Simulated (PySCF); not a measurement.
Point groups of optimised structures. Method: PBE0/pcSseg-1 in PySCF (dipole) on a GFN2-xTB geometry, gas phase. The symmetry is that of the one conformer found, every atom within 0.08 Å of its image; none is proved a minimum here.

Q: Point group, rotor type and polarity of `[CH3:1][CH2:2][n:3]1[n:4][cH:5][c:6]([CH:7]([CH3:8])[CH3:9])[n:10]1` with C1–C2–N3–N4 89°, C5–C6–C7–C8 62°?

A: C1; near-prolate asymmetric top; symmetry number 1; this conformer is chiral (no improper operation); dipole 0.46 D; A, B, C = 3243, 713.5, 691.8 MHz.

Q: What symmetry has `[CH3:1][O:2][C@H:3]1[CH2:4][N:5]([SiH3:6])[N:7]=[C:8]1[CH3:9]` with C1–O2–C3–C4 78°?

A: C1; asymmetric top; symmetry number 1; this conformer is chiral (no improper operation); dipole 2.75 D.

Q: What symmetry has `[CH3:1]/[CH:2]=[C:3](/[CH3:4])[CH2:5][Cl:6]` with C2–C3–C5–Cl6 -94°?

A: C1; asymmetric top; symmetry number 1; this conformer is chiral (no improper operation); dipole 2.15 D; A, B, C = 3499, 2006, 1432 MHz.
